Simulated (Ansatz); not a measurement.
tosylate, `Cc1ccc(S(=O)(=O)[O-])cc1`. The state is a singlet with charge -1. Geometry PBE-D4/def2-SVP, basis def2-TZVPD, Ansatz.

```xyz
18

C    -2.0629    1.8160   -1.1989
C    -1.0335    0.8961   -0.5857
C    -0.2351    1.3175    0.4989
C     0.7484    0.4803    1.0442
C     0.9497   -0.8066    0.5205
S     2.1680   -1.9390    1.2924
O     2.6176   -2.8122    0.1574
O     3.2206   -1.0183    1.8377
O     1.3496   -2.6412    2.3358
C     0.1690   -1.2389   -0.5632
C    -0.8137   -0.3980   -1.1042
H    -2.9117    1.2487   -1.6339
H    -2.4754    2.5250   -0.4515
H    -1.6321    2.4307   -2.0216
H    -0.3914    2.3262    0.9206
H     1.3941    0.8041    1.8754
H     0.3664   -2.2425   -0.9713
H    -1.4277   -0.7479   -1.9528
```

```
run  HOMO (eV)  LUMO (eV)
  A      -1.44       2.08
  B      -1.38       1.67
  C      -1.15       1.89
  D      -2.70       2.52
  E      -1.06       1.96
```

The runs used LDA (SPW92), PBE, PBE0, r2SCAN, revPBE. Estimate which is which.

A r2SCAN (0 % exact exchange); B LDA (SPW92) (0 % exact exchange); C PBE (0 % exact exchange); D PBE0 (25 % exact exchange); E revPBE (0 % exact exchange). Exact exchange lowers occupied and raises empty levels; among semilocal functionals meta-GGAs tend to open the gap a little, and such runs are hard to tell apart. The gap grows from 3.02 eV (revPBE) to 5.22 eV (PBE0).
